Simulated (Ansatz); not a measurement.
The cluster Nb₄⁺: single points at one geometry.

```yaml
crystal:
  periodic: [false, false, false]
  atoms:
    - {symbol: Nb, position_ang: [-1.205734, 0.717458, 0.475237]}
    - {symbol: Nb, position_ang: [0.924352, -0.452299, 1.184170]}
    - {symbol: Nb, position_ang: [-0.349729, -1.399505, -0.613985]}
    - {symbol: Nb, position_ang: [0.631111, 1.134336, -1.045412]}
basis:
  gaussian: {orbitals: def2-TZVP, initial_orbitals: start.molden}
total_charge: 1
magnetization: {spin_polarized: true, initial_magnetization: 3}
hamiltonian: {xc: {text: "exchange = 0.65*pbe_x + 0.35*exact_x\ncorrelation = pbe_c"}}
scf: {omitted_lower_state_checks: [starts]}
output: {orbitals: {seedname: orbitals}}
```

The file start.molden holds the orbitals of an earlier run on this structure, at another level or in another basis.

```sh
$ ansatz run in.yaml --threads 4 --pin off --events-out ev --progress --plain --max-ram 3916MiB
```

It prints (some lines left out):

```
Functional definition: unnamed
1584 factors; their error is unknown
mean field evaluation 1: about -6187.7970 eV, gradient 1.8e0 eV
mean field evaluation 2: about -6187.8435 eV, gradient 1.3e-1 eV
mean field evaluation 4: about -6187.9451 eV, gradient 8.3e-3 eV
mean field evaluation 8: about -6187.9451 eV, gradient 1.8e-5 eV
mean field evaluation 16: about -6187.9451 eV, gradient 3.3e-6 eV
mean field -6187.94505401 eV, -227.4027863951 hartree, gradient 3.3e-6 eV, S^2 4.275571; 0 other end points of the search recorded, 0 dependent functions left out
reference -6187.94508512 eV, -227.4027875382 hartree; 27, 24 occupied and 133, 136 virtual orbitals, 1584 factors
Total energy: -6187.94508512 eV, -227.4027875382 hartree
Checks for a lower state left out: starts
```

It took 22 s on 4 threads of Arm Neoverse V1 on a shared host, peak host memory 0.86 GiB.

The first input with `hamiltonian: {xc: {name: wB97X-V}}` (abridged; 91 s):

```
Functional definition: wB97X-V
mean field evaluation 16: about -6184.0392 eV, gradient 2.3e-5 eV
mean field -6184.03921494 eV, -227.2592494566 hartree, gradient 4.2e-6 eV, S^2 4.176901
Total energy: -6184.03921377 eV, -227.2592494136 hartree
Checks for a lower state left out: starts
```

First input, but with `hamiltonian: {xc: {text: "exchange = 0.85*pbe_x + 0.15*exact_x\ncorrelation = pbe_c"}}` (abridged; 9 s):

```
Functional definition: unnamed
mean field -6192.14301102 eV, -227.5570584696 hartree, gradient 2.2e-5 eV, S^2 3.898631
Total energy: -6192.14305076 eV, -227.5570599301 hartree
Checks for a lower state left out: starts
```

The first input with `hamiltonian: {xc: {text: "exchange = 0.50*pbe_x + 0.50*exact_x\ncorrelation = pbe_c"}}` (abridged; 26 s):

```
Functional definition: unnamed
mean field evaluation 16: about -6185.0891 eV, gradient 1.8e-5 eV
mean field -6185.08905234 eV, -227.2978302695 hartree, gradient 6.7e-6 eV, S^2 5.002605
Total energy: -6185.08907678 eV, -227.2978311676 hartree
Checks for a lower state left out: starts
```

The first input with `gaussian: {orbitals: def2-SVP, initial_orbitals: start.molden}`, `correlation: {method: ccsd_t}`, `scf: {omitted_lower_state_checks: [starts, cluster_reference]}` and without the key `hamiltonian` (abridged; 4.9 min):

```
Functional definition: HF
mean field evaluation 16: about -6122.2217 eV, gradient 4.0e-2 eV
mean field evaluation 32: about -6122.2227 eV, gradient 7.1e-5 eV
mean field -6122.22269321 eV, -224.9875341839 hartree, gradient 2.2e-7 eV, S^2 7.544059
second order -31.38760721 eV of doubles, -0.00000000 eV of singles
cycle   1  -26.58215483 eV  change     4.8e0 eV  update   4.6e-1
cycle   2  -29.43670294 eV  change    -2.9e0 eV  update   2.2e-1
cycle   3  -30.40980722 eV  change   -9.7e-1 eV  update   1.6e-1
cycle   4  -31.00314064 eV  change   -5.9e-1 eV  update   9.7e-2
cycle   5  -31.32687312 eV  change   -3.2e-1 eV  update   6.0e-2
cycle   6  -31.58068313 eV  change   -2.5e-1 eV  update   3.6e-2
cycle   7  -31.56722142 eV  change    1.3e-2 eV  update   2.2e-2
cycle   8  -31.66002793 eV  change   -9.3e-2 eV  update   1.6e-2
cycle   9  -31.71427370 eV  change   -5.4e-2 eV  update   1.0e-2
[...]
cycle  21  -31.71667552 eV  change   -3.8e-4 eV  update   4.4e-4
cycle  22  -31.71666946 eV  change    6.1e-6 eV  update   3.6e-4
cycle  23  -31.71670140 eV  change   -3.2e-5 eV  update   2.7e-4
cycle  24  -31.71629770 eV  change    4.0e-4 eV  update   2.0e-4
cycle  25  -31.71636343 eV  change   -6.6e-5 eV  update   1.6e-4
cycle  26  -31.71636689 eV  change   -3.5e-6 eV  update   1.2e-4
cycle  27  -31.71639619 eV  change   -2.9e-5 eV  update   1.0e-4
cycle  28  -31.71654281 eV  change   -1.5e-4 eV  update   7.7e-5
cycle  29  -31.71653560 eV  change    7.2e-6 eV  update   6.4e-5
cycle  30  -31.71657208 eV  change   -3.6e-5 eV  update   5.1e-5
cycle  31  -31.71660861 eV  change   -3.7e-5 eV  update   4.2e-5
cycle  32  -31.71663274 eV  change   -2.4e-5 eV  update   3.3e-5
perturbative correction -2.99610479 eV, -0.1101048202 hartree
Total energy: -6156.93543074 eV, -226.2632037589 hartree
Checks for a lower state left out: starts, cluster_reference
```

The first input with `hamiltonian: {xc: pbe, dispersion: d4}` (abridged; 6.5 s):

```
Functional definition: PBE
mean field -6195.49370022 eV, -227.6801940265 hartree, gradient 1.6e-5 eV, S^2 3.806068
Total energy: -6195.68853646 eV, -227.6873541264 hartree
Checks for a lower state left out: starts
```

First input, but with `hamiltonian: {xc: {name: B97M-V}}` (abridged; 24 s):

```
Functional definition: B97M-V
mean field -6191.98326039 eV, -227.5511877422 hartree, gradient 2.7e-5 eV, S^2 3.906240
Total energy: -6191.98332806 eV, -227.5511902292 hartree
Checks for a lower state left out: starts
```

Geometry: PBE-D4/def2-SVP.

In the def2 sets Nb takes a core potential; there is no spin–orbit coupling. Correlated methods freeze no core orbitals; core or outer-core shells of Nb are correlated, in sets that lack core-valence functions. At PBE with 35 % exact exchange/def2-TZVP, ωB97X-V/def2-TZVP, PBE with 15 % exact exchange/def2-TZVP, PBE with 50 % exact exchange/def2-TZVP and others the charge 1 quartet is spin-contaminated (final ⟨S²⟩ up to 7.54, 3.75 for a pure state). At CCSD(T)/def2-SVP T1 of the charge 1 quartet is large (up to 0.116), so the single-reference result is doubtful. The order of the spin states hangs on the level: the doublet lies 0.41 eV below the quartet at PBE0-D4/def2-TZVP, but 0.45 eV above it at CCSD(T)/def2-SVP. The structure comes from a short search, and lower isomers may exist.
